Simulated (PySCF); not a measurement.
# Orbital picture of LiI

PBE0 at R = 2.398 Å; Li cc-pVTZ, I cc-pVTZ-PP with ECP28; scalar-relativistic core potentials (PySCF 2.14). State: ¹Σ⁺ (singlet), closed shell. Only the outer orbitals are listed, counted within each symmetry, core potentials removing the inner ones.

| orbital | occ. | ε (eV) | on Li (%) | main shells (%) |
| --- | --- | --- | --- | --- |
| 5σ | 2 | -17.29 | 5 | 95 I s |
| 6σ | 2 | -7.03 | 18 | 81 I p, 10 Li s |
| 3π | 2 | -6.31 | 6 | 94 I p |
| 3π | 2 | -6.31 | 6 | 94 I p |
| 7σ | 0 | -1.51 | 101 | 83 Li s, 18 Li p |
| 4π | 0 | 0.00 | 97 | 96 Li p |
| 4π | 0 | 0.00 | 97 | 96 Li p |

Which are the highest filled and the lowest empty level, where do they sit, and how wide is the gap?

Highest filled 3π at -6.31 eV (in %: 94 I p); lowest empty 7σ at -1.51 eV (in %: 83 Li s, 18 Li p); the gap at PBE0 is 4.80 eV.

```json
{
 "bond order (Mayer)": "1.19",
 "⟨S²⟩": "0.000",
 "charge on Li (Mulliken, basis-dependent)": "0.29",
 "charge on Li (Löwdin, basis-dependent)": "-0.30",
 "dipole moment (positive dipole means Li(−)I(+))": "-7.16 D",
 "polarisability along the bond": "53.4 bohr³",
 "polarisability across the bond": "44.7 bohr³"
}
```

Shares are Mulliken populations and can fall outside 0 to 100 %.

Spin–orbit coupling is left out.
